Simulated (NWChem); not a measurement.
# CHS2 cation; SMILES [SH+]=C=S

Task: Give the equilibrium geometry at PBE0/def2-SVP (NWChem) as a Z-matrix, with the point group.

Result: point group Cs; any orientation.
```
C
S 1 1.5075
S 1 1.6401 2 174.99
H 3 1.3661 1 94.16 2 180.00
```
